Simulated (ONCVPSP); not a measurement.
What one change does to a pseudopotential (terbium (Tb), ONCV)

```
Element                 : Tb
Generator               : ONCVPSP 4.0.1
Type                    : optimised norm-conserving Vanderbilt (ONCV)
Functional              : PBE
Relativity              : fully relativistic
Frozen core             : [Xe] 4f8
Valence charge          : 3
Reference configuration : 5d2 6s1
Partial waves           : 6s: rc 3.20 bohr, ncon 4, nbas 8, qcut 1.8 1/bohr, 3 projectors, debl 0.9 Ha; p scattering state at 0.4 Ha: rc 3.25 bohr, ncon 4, nbas 8, qcut 2.5 1/bohr, 3 projectors, debl 1 Ha; 5d: rc 3.10 bohr, ncon 5, nbas 9, qcut 5.9 1/bohr, 2 projectors, debl 0.8 Ha
Local potential         : polynomial inside 2.75 bohr (lpopt 5, dvloc0 0 Ha)
Core correction         : Teter function, fcfact 4, rcfact 1.35
```

Open shells are filled in proportion to 2j + 1.

In the p channel the program set the typed energies aside and used 0.050, 1.050, 2.050 Ha (j = l + 1/2; the other j can differ).

Change: all radii but the core radius scaled by about 1.28 (s 4.08, p 4.14, d 3.96 bohr); local potential polynomial inside 3.52 bohr (lpopt 5, dvloc0 0 Ha).

Cutoffs: the cutoffs (Ha) at which the residual kinetic energy of the hardest occupied pseudo-wave falls to 1 and 0.1 mHa per electron; they do not see the model core or the augmentation charge, which bear on the density cutoff. Errors are all-electron minus pseudo energies relative to the spin-unpolarised reference configuration.

**Question.** Predict the effect on cutoff, ghosts and configuration errors.

**Answer.** The potential gets softer (8.5 Ha and 12 Ha → 6.9 Ha and 8.6 Ha); the bound ghost in p disappears; of the 3 tests that both files solve, the error grows in 2 and shrinks in 1 by more than 15 % and 0.3 meV (median size 10.5 → 14.1 meV). A larger radius leaves more room for a smooth pseudo-wave, so fewer plane waves are needed.

```csv
quantity,base,changed
"cutoff, loose",8.5 Ha,6.9 Ha
"cutoff, tight",12 Ha,8.6 Ha
loose cutoff by channel,"s 1.9 Ha, d 8.5 Ha","s 1.4 Ha, d 6.9 Ha"
bound ghosts,"p3/2, p1/2",none
GHOST(+) flags under 300 eV,s at 53.2 eV,"s at 70.8 eV, p3/2 at 76.8 eV, p1/2 at 80.0 eV"
"tests counted as reliable (solved cleanly; for ONCVPSP, near-neutral configurations with less than one 5d electron left out)",3 of 4,3 of 4
"error for 5d1 6s2, meV [ΔE -1.94 eV]",-11,+17
"error for 5d1 6s1, meV [ΔE 4.81 eV]",-32,-14
"error for 5d2 6s0, meV [ΔE 6.11 eV]",-5.0,-7.2
"rms error of d²Exc/dni dnj with the model core, mHa",5.42,5.49
```

Base: The cutoffs count occupied waves only; projector 3 of the p channel, the hardest unoccupied one, needs 30 Ha at the loose tolerance. A true bound ghost makes a file unfit for plane-wave use even where its test errors are small: the radial tests pick states by their node count and pass the ghost by.
